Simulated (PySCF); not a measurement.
All values below come from B3LYP-D3(BJ)/def2-TZVP run with PySCF. Gas-phase values, no solvent. One relaxed conformer stands for a flexible species; it need not be the lowest. B3LYP has the VWN-RPA correlation part, as in Gaussian. Delta-SCF ions had no search for a lower state. Excitations are Tamm–Dancoff values on a coarser integration grid. The basis has no diffuse functions, so Rydberg states are missing or too high.

Reference species (SMILES): `C=BBO` (neutral, multiplicity 1).

| Item | Value |
|---|---|
| S1 oscillator strength | 0.000 |
| vertical ionisation energy (Delta-SCF) | 9.18 eV |
| T1 excitation (TDA) | 2.99 eV |

Changed species: `B1BOC1`.

Q: What does the change do to the S1 oscillator strength, vertical ionisation energy (Delta-SCF) and T1 excitation (TDA)?

A: the S1 oscillator strength stays essentially unchanged; the vertical ionisation energy (Delta-SCF) rises by 0.85 eV, to 10.03 eV; the T1 excitation (TDA) falls by 0.62 eV, to 2.37 eV.
